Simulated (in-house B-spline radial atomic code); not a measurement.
Atomic self-consistent-field run: the mercury ion Hg²⁺. Level of theory: Dirac-Hartree-Fock, average of configuration, Fermi nucleus of rms radius 5.4648 fm, inside a hard spherical wall at 1.46 bohr; calculated with a B-spline radial code for spherical atoms.

Command:
```bash
python run_scf.py task.json out
```
Settings (nuclear radius in fm, mass in u):
```
Z                80
configuration    [Kr] 4d9 4f14 5s2 5p6 5d10 5f1
hamiltonian      dirac
method           hf
spin_polarised   False
nucleus          fermi
rms_radius       5.4648
atomic_mass      201.97064
speed_of_light   137.035999084
wall_radius      1.46
```

Output (hartree, bohr):
```
 radial grid: 56 intervals, B-splines of order 8, outer radius 1.46 bohr

 iter        energy (Eh)    residual
    1      -19585.283344    9.46e-01
    2      -19588.022192    3.49e-01
    3      -19589.273482    4.65e-02
    4      -19589.295498    9.14e-03
    5      -19589.296326    4.71e-03
    6      -19589.296525    9.45e-04
    7      -19589.296535    5.00e-05
    8      -19589.296535    1.64e-05
    9      -19589.296535    3.20e-07

 total energy                    -19589.29653
 kinetic                           22804.1373
 electron-nucleus                 -49897.4276
 electron-electron                  7503.9938

 first-order corrections (not in the total)
   Gaunt                            25.4372
   retardation                      -2.7029
   frequency dependence             -0.4982
   self-energy                      19.0010
   Uehling                          -3.9092
   Wichmann-Kroll                    0.1739

 orbital      occ     eigenvalue          <r>       <r^2>       <1/r>     <1/r^3>       <r^4>       r_max    small
 1s1/2      2.000     -3070.0905    0.0165908 0.000380895     97.4972           -  3.9995e-07     0.01023  9.25e-02
 2s1/2      2.000      -546.2699    0.0692295  0.00573732     24.0217           - 5.79359e-05     0.05933  2.13e-02
 2p1/2      2.000      -522.8353    0.0570107  0.00406609     23.9348           - 3.45583e-05     0.04369  2.13e-02
 2p3/2      4.000      -451.1711    0.0656459  0.00524889     19.3977     21380.7 5.41541e-05     0.05114  1.89e-02
 3s1/2      2.000      -129.4477     0.179939   0.0371876     8.82116           -  0.00209764      0.1669  7.13e-03
 3p1/2      2.000      -118.9495     0.170562   0.0339741     8.71944           -  0.00183659      0.1559  7.06e-03
 3p3/2      4.000      -102.8976     0.186313    0.040332     7.54197     5009.67  0.00255849      0.1709  6.37e-03
 3d3/2      4.000       -85.7201     0.162604     0.03107     7.41656     869.643  0.00171765      0.1333  6.22e-03
 3d5/2      6.000       -82.3203     0.167414   0.0328075      7.1499     718.808  0.00189675      0.1374  6.03e-03
 4s1/2      2.000       -27.3641     0.400405    0.181122     3.70721           -   0.0475092      0.3769  2.39e-03
 4p1/2      2.000       -22.8218      0.40327    0.185228     3.59337           -   0.0510156      0.3755  2.29e-03
 4p3/2      4.000       -18.9425     0.436765     0.21711     3.19992     1197.75   0.0701139      0.4057  2.04e-03
 4d3/2      3.600       -11.6291     0.451276    0.236577     2.96189     184.411    0.090439      0.4005  1.80e-03
 4d5/2      5.400       -10.9128     0.463027    0.248803     2.86704     148.791   0.0996987      0.4103  1.73e-03
 4f5/2      6.000        -1.2916      0.48686    0.282329     2.50301     30.9702    0.144917      0.3712  1.36e-03
 4f7/2      8.000        -1.1429     0.493001     0.28909     2.46828     29.4236    0.151002      0.3761  1.34e-03
 5s1/2      2.000        -2.4847     0.829487    0.749998     1.62219           -    0.707233      0.8323  7.13e-04
 5p1/2      2.000        -0.7290     0.845861    0.780011     1.57821           -    0.761116      0.8608  7.03e-04
 5p3/2      4.000         0.2390     0.869595    0.824313     1.52077     313.746     0.84296      0.9059  7.15e-04
 5d3/2      4.000         3.3560     0.881097    0.855454     1.51647     59.1652    0.917615       0.954  7.65e-04
 5d5/2      6.000         3.5754     0.884273    0.862892     1.51158     50.4761    0.934807      0.9642  7.75e-04
 5f5/2      0.429         7.3446     0.874379    0.866277     1.52437     14.9718    0.982042       1.014  8.20e-04
 5f7/2      0.571         7.4127      0.87379    0.866289      1.5257     14.6389     0.98468       1.017  8.25e-04
```

Time taken, with all properties: 0.86 s on 1 thread of Arm Neoverse V2 (shared host).

For the Dirac Hamiltonian the kinetic term is c α·p + (β - 1)c².
